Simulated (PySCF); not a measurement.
Fe: excitation energy

Fe [Ar] 3d6 4s2 (5D) → Fe [Ar] 3d7 4s1 (5F), as a difference of total energies. Calculation: PySCF 2.14, in x2c-QZVPPall with one added diffuse shell each of s, p, d, f, g type (12s8p6d5f3g, 128 functions); the spin-free X2C one-electron Hamiltonian (Gaussian nucleus). Correlated levels: valence: [Ar] frozen; valence and next inner shell: [Ne] frozen. The calculations carry no spin-orbit coupling.

```
                                method  excitation energy (eV)
                                   UHF                   2.109
                                   LDA                   0.141
                                revPBE                   0.015
                               wB97M-V                   0.848
                                 TPSSh                   0.084
                         MP2 (valence)                   0.760
                     SCS-MP2 (valence)                   0.834
    MP2 (valence and next inner shell)                   0.421
SCS-MP2 (valence and next inner shell)                   0.627
```

Problem. Estimate what PBE gives.

Solution. 0.057 eV, closest to TPSSh among the rows shown.

Problem. Estimate what PBE0 gives.

Solution. 0.513 eV, closest to MP2 (valence and next inner shell) among the rows shown.

Errors of the correlated levels include the incompleteness of this basis and the frozen core.

For comparison: 0.875 eV (measured; NIST levels, between the centres of gravity of the two terms).
